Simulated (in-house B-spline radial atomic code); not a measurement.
A fraction x of an electron is removed from 3p in neutral argon, starting from [Ne] 3s2 3p6 and keeping the highest spin. Level of theory: non-relativistic M06-L, spin-polarised, spherical fractional occupations, point nucleus; calculated with a B-spline radial code for spherical atoms.

```tsv
x	E(x) - E(0) (eV)	3p down level (eV)
0	0.0000	-10.590
0.04	0.4321	-11.015
0.22	2.5890	-12.959
0.35	4.3666	-14.393
0.41	5.2502	-15.062
0.5	6.6512	-16.073
0.57	7.8040	-16.865
0.75	11.0246	-18.924
0.79	11.7908	-19.385
0.96	15.2537	-21.359
1	16.1174	-21.826
```

The exact functional would give a straight line between the two integer points. Deviations E(x) - E(0) - x[E(1) - E(0)], in eV: -0.213 at x = 0.04, -0.957 at x = 0.22, -1.274 at x = 0.35, -1.358 at x = 0.41, -1.407 at x = 0.5, -1.383 at x = 0.57, -1.063 at x = 0.75, -0.942 at x = 0.79, -0.219 at x = 0.96.

The curve lies below the straight line by up to 1.407 eV (at x = 0.5): convex, the delocalisation error that favours fractional charges.

How well does Slater's transition state (minus the level at half occupation) give the ionisation energy?

It gives 16.073 eV against 16.117 eV from the two total energies; NIST lists 15.76 eV, ground level to ground level.
